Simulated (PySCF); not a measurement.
Compound: C3H3F2GeN.
Structure used (PBE0-D3(BJ)/def2-SVP), in Å, numbered top down from 1:
```
atom  x, y, z in Å
N1     3.6012   -0.4755    0.0718
C2     2.4758   -0.2701    0.2534
C3     1.0763   -0.0251    0.4616
F4     0.8045    0.4439    1.6753
C5     0.1303   -0.2357   -0.4570
Ge6   -1.7490    0.1238   -0.1507
F7    -2.0575    1.6930   -0.8454
H8     0.4621   -0.6194   -1.4253
H9    -2.6036   -0.8727   -0.9416
H10   -2.0894    0.2170    1.3370
```

Method used: PBE0-D3(BJ)/def2-SVP geometry optimisation, gas phase (PySCF).

Masses are those of the commonest isotopes; rigid-rotor values at the optimised geometry. The values belong to one conformer with, in the numbering `[N:1]#[C:2]/[C:3]([F:4])=[CH:5]/[GeH2:6][F:7]`, C3–C5–Ge6–F7 98°.

Question: Give the principal moments of inertia and the rotational constants in MHz.

Answer: Ia = 102.41, Ib = 650.90, Ic = 671.08 u·Å²; 505379 MHz·u·Å²/I gives A = 4935, B = 776.4, C = 753.1 MHz.

Question: Classify the top.

Answer: A near-prolate asymmetric top: κ = (2 × 776.4 − 4935 − 753.1)/(4935 − 753.1) = -0.99.

Question: Is it planar, by Δ = Ic − Ia − Ib?

Answer: Not planar: Δ = Ic − Ia − Ib = -82.22 u·Å². For a rigid frame Δ = −2 Σ m c², so Σ m c² = 41.11 u·Å² lies off the ab plane: 2.33 from hydrogen and 38.78 from heavier atoms. The atom farthest from that plane is 1.36 Å away.

Question: Give the other two planar moments, Paa and Pbb, and the rms extents of the mass along the axes.

Answer: Paa = Σ m a² = (Ib + Ic − Ia)/2 = 609.79 and Pbb = Σ m b² = (Ia + Ic − Ib)/2 = 61.29 u·Å². With the mass M = 164.94 u, the rms extents √(P/M) along a, b and c are 1.92, 0.61, 0.50 Å.

Question: Which types of transition are allowed, and where do some lines up to J = 4 fall?

Answer: The dipole components are |μa| = 1.90 D, |μb| = 0.12 D, |μc| = 2.20 D. The squared components, which scale the intensities, stand as 0.75 : 0.00 : 1.00 (a : b : c). Some lines, for components of 0.1 D or more:

| type | branch | J(Ka,Kc) | MHz | lower level (cm⁻¹) |
| --- | --- | --- | --- | --- |
| b | R | 3(0,3) ← 2(1,2) | 453 | 0.291 |
| a | R | 1(0,1) ← 0(0,0) | 1530 | 0.000 |
| b | R | 4(0,4) ← 3(1,3) | 2016 | 0.443 |
| c | Q | 1(1,1) ← 1(0,1) | 4159 | 0.051 |
| b | Q | 1(1,0) ← 1(0,1) | 4182 | 0.051 |
| b | Q | 3(1,2) ← 3(0,3) | 4241 | 0.306 |
| a | R | 3(1,3) ← 2(1,2) | 4553 | 0.291 |
| a | R | 3(2,2) ← 2(2,1) | 4589 | 0.709 |
| a | R | 3(1,2) ← 2(1,1) | 4624 | 0.293 |
| a | R | 4(1,4) ← 3(1,3) | 6071 | 0.443 |
| c | Q | 4(2,3) ← 4(1,3) | 12394 | 0.653 |
| b | Q | 3(2,2) ← 3(1,3) | 12581 | 0.443 |
| c | R | 4(2,2) ← 3(1,2) | 18560 | 0.448 |
| c | R | 4(2,3) ← 3(1,3) | 18699 | 0.443 |
| c | Q | 3(3,1) ← 3(2,1) | 20851 | 0.863 |
| b | Q | 3(3,0) ← 3(2,1) | 20851 | 0.863 |
| b | Q | 4(3,2) ← 4(2,3) | 20852 | 1.067 |
| c | R | 3(3,1) ← 2(2,1) | 25440 | 0.709 |
| c | R | 4(3,1) ← 3(2,1) | 26969 | 0.863 |
| b | Q | 4(4,0) ← 4(3,1) | 29192 | 1.762 |
| b | Q | 4(4,1) ← 4(3,2) | 29192 | 1.762 |
| b | R | 4(4,1) ← 3(3,0) | 35310 | 1.558 |
| c | R | 4(4,0) ← 3(3,0) | 35310 | 1.558 |
| b | R | 4(4,0) ← 3(3,1) | 35310 | 1.558 |

No frequency check. Zero-point vibration and centrifugal distortion are left out. Quadrupole hyperfine structure (14N) is left out.

The run took 48 s wall on one thread, Arm Neoverse V2 (aarch64), shared host, and the process peaked at 0.54 GiB of memory. That covers the optimisation of the geometry.
